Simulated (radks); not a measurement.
Valence configurations of the titanium ion Ti+ (all share [Ar]). All-electron calculation, non-relativistic Kohn-Sham, SCAN, spin-polarised, spherical densities, point nucleus; open shells are filled with parallel spins first; meta-GGA in the generalised Kohn-Sham scheme. Program: a radial shooting solver on a logarithmic mesh with Libxc functionals. Energies are relative to 3d2 4s1; eigenvalues in eV for spin up.

valence,E (eV),moment (Bohr magnetons),e(3d),e(4p),e(4s)
3d2 4s1,0.000,3,-12.208,-,-11.131
3d2 4p1,4.010,3,-13.196,-7.625,-
3d2.5 4s0.5,-0.295,3,-10.347,-,-10.104
3d2 4s0.5 4p0.5,2.035,3,-12.697,-7.388,-11.430
4s1 4p2,17.232,3,-,-10.701,-15.771
3d3,-0.274,3,-8.660,-,-
4s0.5 4p2.5,19.757,3,-,-10.919,-15.963

NIST lists [Ar] 3d2 4s1 as the ground configuration; this level of theory puts 3d2.5 4s0.5 lower, by 0.295 eV. The energies are those of spherical high-spin densities, not of single terms. No valid solution was reached for [Ar] 3d1 4s2; [Ar] 3d1 4s1 4p1; [Ar] 3d1.5 4s1 4p0.5.
